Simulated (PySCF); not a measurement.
C3H6BNO2, SMILES B1(O)OC/C1=N\C.

The structure is a stationary point at PBE-D3(BJ)/def2-SVP. The structure was generated by enumeration; whether it is a known compound was not checked. The values are those of a single conformer.

Two levels are set side by side: TDDFT-PBE/def2-SVPD (PySCF) and TDDFT-B3LYP/def2-SVPD (PySCF). Vertical, same geometry. The lowest singlet is HOMO→LUMO 100 % with PBE and HOMO→LUMO 100 % with the other functional; states are paired by order. Differences are taken from unrounded values.

```
quantity                               TDDFT-B3LYP  TDDFT-PBE  TDDFT-PBE minus TDDFT-B3LYP
-------------------------------------  -----------  ---------  ---------------------------
lowest singlet excitation (eV)                3.95       3.69                        -0.26
lowest triplet excitation (TDA) (eV)          3.21       2.98                        -0.23
first bright state (f over 0.05) (eV)         6.72       6.30                        -0.42
its oscillator strength                       0.35       0.17                        -0.18
```

Functionals without exact exchange tend to place singlet excitations lower, as here. Differences between two approximate levels are no errors against the true value.

Rough cost on one machine, each run with all the roots and properties that it gave: TDDFT-B3LYP against TDDFT-PBE about 4 times.
